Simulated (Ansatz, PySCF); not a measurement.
Molecule: sum formula BeHSBr, net charge 0, singlet state. 
Coordinates optimised at B3LYP-D3(BJ)/def2-TZVP (Ansatz, an electronic-structure program):
```xyz
4

Be    -0.4605     0.4338     0.1403
Br     0.9483    -0.8534    -0.3129
S     -1.8126     1.7019     0.5556
H     -2.3446     0.9031     1.5007
```

Quantity: atomisation energy (electronic, to ground-state atoms), in kcal/mol. Correlated levels leave the core frozen unless marked. Open shells are spin-unrestricted. Spin-orbit coupling is left out. Frozen are the shells of the preceding noble gas and the d and f shells that filled before the atom's block. Non-relativistic. The coupled-cluster limit lacks core correlation, which all-electron functionals hold. Basis-set limits of correlation are two-point, X^-3; Hartree-Fock from the larger set.

```
level          program  atomisation energy (kcal/mol)
-------------  -------  -----------------------------
HF/def2-TZVPD    PySCF                          206.5
```

Question: What does CCSD(T)/CBS(def2-TZVPPD,def2-QZVPPD) (Ansatz) give?

Answer: 270.8 kcal/mol
